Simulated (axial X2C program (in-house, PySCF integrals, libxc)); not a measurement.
**What spin–orbit coupling does to MgSb**

Calculated with an in-house all-electron X2C program for linear molecules (integrals from PySCF). Spin-free means the one-electron spin-free X2C Hamiltonian; two-component (2c) means X2C with spin–orbit coupling and atomic mean-field two-electron Coulomb and Gaunt terms, so the difference of the two also holds small scalar two-electron terms. Basis: Sb dyall-cv3z [11s12p8d4f1g], Mg dyall-cv3z [9s8p6d3f] (cores contracted in-house); Gaussian nuclei, density fitting, unrestricted open shells. Masses: Sb 120.904 u, Mg 23.985 u.

Spin-free state: M_S = 3/2, Λ = 0 (beyond evenly filled blocks: σα, π+α, π-α); fragments Sb + Mg.

```csv
level,Re (Å),ωe (cm⁻¹),De (eV),μ (D)
HF,2.888,189.7,0.133,1.96
MP2,2.857,217.3,0.341,n/a
CCSD,2.893,190.1,0.278,n/a
CCSD(T),2.889,196.2,0.348,n/a
PW91,2.880,200.9,0.706,1.27
```

Correlated methods: 7 electrons correlated (number of frozen shells: Sb 4 s, 3 p, 2 d; Mg 2 s, 1 p), 303 virtual spin orbitals or spinors in MP2, 90 natural virtuals in coupled cluster.

Dipoles are positive if Mg is the positive end.

Two-component determinant lowest at the distance of the search:

Ω = 3/2 (⟨Sz⟩ = 1.46, ⟨Lz⟩ = 0.04 at HF); fragments Sb + Mg.

```tsv
level	Re (Å)	ωe (cm⁻¹)	De (eV)	μ (D)
HF	2.882	189.7	0.134	2.05
MP2	2.855	214.4	0.333	n/a
CCSD	2.882	188.0	0.277	n/a
CCSD(T)	2.875	193.9	0.350	n/a
PW91	2.795	179.9	n/a	2.11
```

(1) From the two tables, how do the constants change at the CCSD(T) level (2c against spin-free)?

One determinant describes the state; a PBE0 search over occupations chose it and may have missed a lower one. De is counted from the lowest determinant-based energies of the atoms at the same level, without counterpoise correction. De is not given where an atomic determinant may have missed its ground term or J level, or where the truncated virtual space spoils (T). Density functionals use the spin component along the axis (collinear). Coupled cluster ran in a truncated set of natural virtual spinors; the MP2 energy of the rest was added. (T) has no such correction and the atoms are truncated less, which lowers De at CCSD(T) by a hundredth of an eV or more. Other states lie close and PBE0, whose exact exchange favours high spin, may order them wrongly; the determinant shown need not be the ground state. The nearest other spin-free determinant of the search, M_S = 1/2, Λ = 0, lies 0.17 eV up at the distance of the search. With several unpaired electrons one determinant need not be a pure state. At some level and bond length an empty orbital lies below a filled one. This is the top spin component of a Σ state; components of lower Ω are not single determinants and can lie lower. The determinant is spin-polarised beyond a pure state at some levels (its spin-free form has ⟨S²⟩ too high), which makes Re and μ there less reliable. With the outer-core shells frozen, correlated bond lengths of heavy atoms tend to come out a few hundredths of an ångström too long.

## Answers

(1) At the CCSD(T) level Re falls by 0.014 Å and ωe goes down by 2.3 cm⁻¹; De changes by 0.002 eV.
